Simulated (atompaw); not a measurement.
**I: variants of one PAW (atompaw) potential**

Base potential:

* Element: iodine
* Generator: atompaw 4.2.0.5
* Type: PAW
* Functional: PBEsol
* Relativity: scalar-relativistic
* Frozen core: [Kr]
* Valence charge: 17
* Reference configuration: 4d10 5s2 5p5
* Partial waves: 5s (bound): rc 2.35 bohr; 5s channel at -0.65 Ry: rc 2.35 bohr; 5p (bound): rc 2.35 bohr; 5p channel at -0.15 Ry: rc 2.35 bohr; 4d (bound): rc 2.35 bohr; 4d channel at -3.3 Ry: rc 1.40 bohr
* Local potential: bessel scheme, radius 1.90 bohr
* Core correction: smooth core density matched at 1.90 bohr
* Augmentation charge: sinc compensation charge, radius 2.00 bohr; PAW radius 2.35 bohr; waves and projectors: custom polynom gramschmidtortho

All-electron outer shells of the reference configuration (PBEsol, scalar-relativistic, ld1.x):

```json
{"shell": "4s", "level (eV)": "-180.33", "outermost node (bohr)": "0.37", "outermost maximum (bohr)": "0.68"}
{"shell": "4p", "level (eV)": "-127.38", "outermost node (bohr)": "0.37", "outermost maximum (bohr)": "0.72"}
{"shell": "4d", "level (eV)": "-50.21", "outermost node (bohr)": "0.35", "outermost maximum (bohr)": "0.78"}
{"shell": "5s", "level (eV)": "-17.45", "outermost node (bohr)": "0.88", "outermost maximum (bohr)": "1.70"}
{"shell": "5p", "level (eV)": "-7.10", "outermost node (bohr)": "0.96", "outermost maximum (bohr)": "2.02"}
```

Cutoffs, loose and tight: the cutoffs (Ry, on a coarse ladder) from which the occupation-weighted sum of valence levels, in a spherical-Bessel basis at the reference potential, stays within 10 and 1 mRy of its value at 400 Ry. They see the waves, projectors and local potential, not the compensation charge or the core. A dash means not determined.

```csv
change,outcome,"cutoff, loose","cutoff, tight",bound ghosts
base,generated,18 Ry,35 Ry,none
"local potential troulliermartins scheme with l = 3 at 0.5 Ry, radius 1.90 bohr",failed: atompaw: The overlap operator has at least one negative eigenvalue!,–,–,–
wave 5p (bound): rc 2.35 bohr becomes 5p (bound): rc 1.46 bohr,failed: atompaw: The overlap operator has at least one negative eigenvalue!,–,–,–
"local potential bessel scheme, radius 2.34 bohr",generated,18 Ry,35 Ry,none
"augmentation sinc compensation charge, radius 2.00 bohr; PAW radius 2.35 bohr; waves and projectors: custom polynom2 7 10 vanderbiltortho",generated,25 Ry,50 Ry,none
"augmentation sinc compensation charge, radius 1.92 bohr; PAW radius 2.35 bohr; waves and projectors: custom polynom gramschmidtortho",generated,18 Ry,35 Ry,none
"waves 5s (bound); 5s channel at -0.65 Ry; 5p (bound); 5p channel at -0.15 Ry; 4d (bound); 4d channel at -3.3 Ry; augmentation sinc compensation charge, radius 2.00 bohr; PAW radius 2.35 bohr; waves and projectors: bloechl",failed: atompaw: The overlap operator has at least one negative eigenvalue!,–,–,–
wave 5s channel at -0.65 Ry: rc 2.35 bohr becomes 5s channel at -0.65 Ry: rc 1.84 bohr,failed: atompaw: The overlap operator has at least one negative eigenvalue!,–,–,–
"all radii scaled by about 0.83 (s 1.94, p 1.94, d 1.94 bohr); local potential bessel scheme, radius 1.56 bohr; augmentation sinc compensation charge, radius 1.64 bohr; PAW radius 1.94 bohr; waves and projectors: custom polynom gramschmidtortho; core correction smooth core density matched at 1.56 bohr",failed: atompaw: The overlap operator has at least one negative eigenvalue!,–,–,–
wave 5s channel at -0.65 Ry: rc 2.35 bohr becomes 5s channel at -0.93 Ry: rc 2.35 bohr,generated,18 Ry,35 Ry,none
"core [Kr] 4d10, valence charge 7; reference 5s2 5p5; waves now 5s (bound): rc 1.35 bohr; 5s channel at -0.7 Ry: rc 1.70 bohr; 5p (bound): rc 1.70 bohr; 5p channel at -0.2 Ry: rc 1.70 bohr; local potential bessel scheme, radius 1.60 bohr; core correction smooth core density matched at 1.30 bohr; augmentation sinc compensation charge, radius 1.60 bohr; PAW radius 1.70 bohr; waves and projectors: custom polynom gramschmidtortho",failed: atompaw: The overlap operator has at least one negative eigenvalue!,–,–,–
core correction smooth core density matched at 1.52 bohr,generated,18 Ry,35 Ry,none
```
